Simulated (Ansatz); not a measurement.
(NaH)4 cube (Na₄H₄), 8 atoms. Hardware: 4 threads of Arm Neoverse V1 on a shared host.

Correlated methods freeze 4 core orbitals; core or outer-core shells of Na are correlated, in sets that lack core-valence functions.

**Question.** How many basis functions does each of these Ansatz runs have, and roughly what does it cost? PBE0-D4/def2-SVP, charge 0 singlet, energy with a search over starts; PBE0-D4/def2-TZVP, charge 0 singlet, energy, from earlier orbitals; ωB97M-V/def2-TZVP, charge 0 singlet, energy, from earlier orbitals; r2SCAN-D4/def2-TZVP, charge 1 doublet at the geometry of the charge 0 singlet, energy, from earlier orbitals; PBE-D4/def2-TZVP, charge 0 triplet at the geometry of the charge 0 singlet, energy, from earlier orbitals; r2SCAN-D4/def2-TZVP, charge 0 singlet, energy, from earlier orbitals; PBE0-D4/def2-TZVP, charge 0 triplet at the geometry of the charge 0 singlet, energy; PBE-D4/def2-SVP, charge 0 singlet, relaxation, 3 steps; HF/6-31G, charge 0 singlet, energy; RPA@PBE/def2-TZVP, charge 0 singlet, energy, from earlier orbitals; PBE-D4/def2-TZVP, charge 0 singlet, energy, from earlier orbitals; PBE0-D4/def2-SVP, charge 1 doublet at the geometry of the charge 0 singlet, energy with a search over starts.

**Answer.** Other jobs shared the machine, so times can vary by a factor of up to 3. A dash marks memory too small to be measured apart from the calling script's.

```tsv
run	functions	fitting or Cholesky vectors	wall time	peak host memory (GiB)
HF/6-31G, charge 0 singlet, energy	60	656	0.25 s	–
PBE0-D4/def2-SVP, charge 0 singlet, energy with a search over starts	80	744	1.6 s	–
PBE-D4/def2-TZVP, charge 0 singlet, energy, from earlier orbitals	152	1284	1.6 s	–
PBE0-D4/def2-TZVP, charge 0 singlet, energy, from earlier orbitals	152	1320	1.9 s	–
RPA@PBE/def2-TZVP, charge 0 singlet, energy, from earlier orbitals	152	1340	3.1 s	–
PBE-D4/def2-SVP, charge 0 singlet, relaxation, 3 steps	80	932	3.8 s	–
r2SCAN-D4/def2-TZVP, charge 0 singlet, energy, from earlier orbitals	152	1284	4.2 s	–
PBE-D4/def2-TZVP, charge 0 triplet at the geometry of the charge 0 singlet, energy, from earlier orbitals	152	1284	6 s	–
r2SCAN-D4/def2-TZVP, charge 1 doublet at the geometry of the charge 0 singlet, energy, from earlier orbitals	152	1284	8 s	–
PBE0-D4/def2-SVP, charge 1 doublet at the geometry of the charge 0 singlet, energy with a search over starts	80	744	8 s	–
ωB97M-V/def2-TZVP, charge 0 singlet, energy, from earlier orbitals	152	1284	9 s	0.56
PBE0-D4/def2-TZVP, charge 0 triplet at the geometry of the charge 0 singlet, energy	152	1320	15 s	0.74
```
